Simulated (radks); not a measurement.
Results of a calculation; reference values are marked as such.
Radial electron density D(r) = 4 pi r^2 rho(r) of an atom or ion with 11 electrons. Level of theory: non-relativistic Kohn-Sham, PBE, spin-polarised, spherical densities, point nucleus (a radial shooting solver on a logarithmic mesh with Libxc functionals).

r (bohr),D(r) (e/bohr),spin D(r)
0.01465,2.077,0.00204
0.01665,2.557,0.00250
0.01893,3.128,0.00305
0.02134,3.754,0.00365
0.02426,4.522,0.00438
0.02757,5.397,0.00520
0.03108,6.309,0.00604
0.03533,7.365,0.00699
0.04015,8.483,0.00796
0.04563,9.621,0.00889
0.05145,10.66,0.00966
0.05848,11.67,0.0103
0.06646,12.50,0.0106
0.07494,13.04,0.0106
0.08517,13.31,0.0102
0.0968,13.19,0.00932
0.11,12.68,0.00814
0.124,11.89,0.00697
0.141,10.80,0.00604
0.1602,9.625,0.00597
0.1807,8.609,0.00726
0.2053,7.805,0.0107
0.2334,7.440,0.0166
0.2652,7.585,0.0250
0.2991,8.145,0.0344
0.3399,9.043,0.0445
0.3863,10.01,0.0526
0.4356,10.72,0.0561
0.495,11.06,0.0536
0.5626,10.79,0.0439
0.6395,9.915,0.0289
0.721,8.630,0.0134
0.8195,6.961,0.00115
0.9314,5.223,0.0000612
1.05,3.729,0.0143
1.193,2.429,0.0486
1.356,1.494,0.102
1.542,0.9065,0.168
1.738,0.6038,0.234
1.976,0.4573,0.300
2.245,0.4085,0.350
2.532,0.3903,0.370
2.877,0.3598,0.354
3.27,0.3046,0.303
3.717,0.2319,0.232
4.191,0.1622,0.162
4.763,0.09901,0.0990
5.413,0.05345,0.0534
6.104,0.02646,0.0265
6.937,0.01071,0.0107
7.884,0.003598,0.00360
8.961,0.0009804,0.000980
10.1,0.0002343,0.000234

What is the nuclear charge?

Answer. Z = 12. The innermost maximum, from 1s, lies near 1/Z = 0.0833 bohr (found: 0.0872), and its height grows with Z. The density is that of the magnesium ion Mg+ in [Ne] 3s0.5 3p0.5; the configuration itself is not fixed sharply by these data, and Z only to about a unit. D(r) has 2 maxima, at r = 0.0872, 0.499 bohr, and minima at 0.239 bohr, inside which lie 2.20 electrons.
